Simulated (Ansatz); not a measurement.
Cost and result for the atomization energy of `N=C=C([SiH3])Cl` (9 atoms, 8 bonds).

```xyz
9

N     1.2683   -2.0682    0.4153
C     0.8714   -1.0249   -0.0628
C     0.3213    0.0291   -0.6139
Si   -1.0869    0.9434    0.1754
Cl    0.9394    0.6000   -2.1379
H     2.0471   -2.0175    1.0688
H    -0.6907    2.3504    0.4362
H    -1.4082    0.2541    1.4504
H    -2.2618    0.9336   -0.7317
```

Charge 0, multiplicity 1. Geometry: relaxed with PBE0-D4/def2-TZVP. It is one conformer, not always the lowest. Program: Ansatz. All runs use 4 threads of an Arm Neoverse V2 on a shared host. Times are those of one run each, without the atoms' runs, and a repeat can differ threefold. Electronic energies, without spin–orbit coupling; frozen cores. CCSD(T)/CBS adds CCSD(T) − MP2 in def2-TZVPP to the MP2 limit, and its time is that of the two runs behind it. T1 = 0.014. B3LYP takes the VWN-RPA correlation (the form of Gaussian; ORCA's B3LYP/G).

CCSD(T)/CBS is a level of theory with its own doubt, some kJ/mol a heavy atom from the limit and from the frozen cores, so smaller differences don't rank the functionals.

```
                             level  functions  wall time
                BLYP-D4/def2-TZVPP        233      1.5 s
              revPBE-D4/def2-TZVPP        233      1.6 s
               BHLYP-D4/def2-TZVPP        233      2.6 s
                  CCSD(T)/def2-SVP         98      2.7 s
           CAM-B3LYP-D4/def2-TZVPP        233        3 s
r2SCAN-D4/def2-TZVPP (with forces)        233      3.8 s
                 B2PLYP/def2-TZVPP        233      4.2 s
               PBE-QIDH/def2-TZVPP        233      4.4 s
 B3LYP-D4/def2-TZVPP (with forces)        233      4.8 s
                ωB97X-V/def2-TZVPP        233      6.5 s
                    MP2/def2-QZVPP        431       21 s
                CCSD(T)/def2-TZVPP        233       81 s
                 CCSD(T)/CBS(def2)          –      100 s
```

What atomization energy does each give, and how far from CCSD(T)/CBS? (Best estimate.)

Ansatz gave: 
| level | atomization (kJ/mol) | difference from CCSD(T)/CBS | per bond |
| --- | --- | --- | --- |
| BLYP-D4/def2-TZVPP | 3288.8 | 47.8 | 6.0 |
| revPBE-D4/def2-TZVPP | 3284.6 | 43.6 | 5.4 |
| BHLYP-D4/def2-TZVPP | 3135.4 | -105.6 | -13.2 |
| CCSD(T)/def2-SVP | 3033.1 | -207.9 | -26.0 |
| CAM-B3LYP-D4/def2-TZVPP | 3264.7 | 23.7 | 3.0 |
| r2SCAN-D4/def2-TZVPP (with forces) | 3270.7 | 29.7 | 3.7 |
| B2PLYP/def2-TZVPP | 3221.9 | -19.1 | -2.4 |
| PBE-QIDH/def2-TZVPP | 3228.8 | -12.2 | -1.5 |
| B3LYP-D4/def2-TZVPP (with forces) | 3267.4 | 26.4 | 3.3 |
| ωB97X-V/def2-TZVPP | 3268.9 | 27.9 | 3.5 |
| MP2/def2-QZVPP | 3276.8 | 35.8 | 4.5 |
| CCSD(T)/def2-TZVPP | 3139.3 | -101.7 | -12.7 |
| CCSD(T)/CBS(def2) | 3241.0 | 0.0 | 0.0 |

At CCSD(T), def2-SVP lies −207.9 kJ/mol from the extrapolated value and def2-TZVPP −101.8 kJ/mol: correlation converges slowly with the basis, and small sets miss more of it in the bonded molecule than in its fragments. The D4 term adds +34.9 kJ/mol with B3LYP and +18.4 kJ/mol with PBE0; it sums over pairs of atoms, weighted by their polarisabilities, and B3LYP, whose exchange is more repulsive, gets the larger term. From BLYP to BHLYP (50 % exact exchange), in def2-TZVPP and without D4, the atomization energy moves by −133.6 kJ/mol: exact exchange takes away binding that semilocal exchange gives to molecules.
